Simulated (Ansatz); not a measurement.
System (SMILES): Br[Si]Br (closed-shell singlet).
Atoms: Si1, Br2, Br3. Bonds: Si1-Br2, Si1-Br3.

Basis-set convergence of the lowest harmonic wavenumber at HF with Ansatz (a first-principles code). Each level at its own minimum, finite differences of forces, unscaled; the reference is a large set that could be run, not a limit. All functions are spherical. The program fits the integrals of some runs and decomposes those of others, by size. A restricted Hartree-Fock determinant is unstable towards unrestricted orbitals. No added dispersion term, no relativity. Reference: the value in aug-pcseg-2, 133 cm⁻¹. Deviations are taken from unrounded values.

| basis | functions | lowest harmonic wavenumber (cm⁻¹) |
|---|---|---|
| pcseg-1 | 72 | 131 |
| aug-pcseg-1 | 99 | 129 |
| cc-pV(D+d)Z | 77 | 133 |
| aug-cc-pV(D+d)Z | 104 | 131 |
| def2-SVP | 82 | 134 |
| def2-SVPD | 106 | 132 |
| pcseg-2 | 120 | 134 |
| aug-pcseg-2 | 168 | 133 |
| def2-TZVP | 133 | 134 |
| def2-TZVPD | 157 | 134 |
| def2-TZVPP | 138 | 134 |
| def2-TZVPPD | 162 | 134 |

What the diffuse functions change, pair by pair:
- pcseg-1 to aug-pcseg-1: 27 more functions, deviation -3 to -4 cm⁻¹
- cc-pV(D+d)Z to aug-cc-pV(D+d)Z: 27 more functions, deviation 0 to -3 cm⁻¹
- def2-SVP to def2-SVPD: 24 more functions, deviation 1 to -1 cm⁻¹
- pcseg-2 to aug-pcseg-2: 48 more functions, deviation 1 to 0 cm⁻¹
- def2-TZVP to def2-TZVPD: 24 more functions, deviation 0 to 0 cm⁻¹
- def2-TZVPP to def2-TZVPPD: 24 more functions, deviation 0 to 0 cm⁻¹

Leaving out the reference's own pair, they bring the value nearer the reference by more than 1 cm⁻¹ in 0 of 5 pairs.
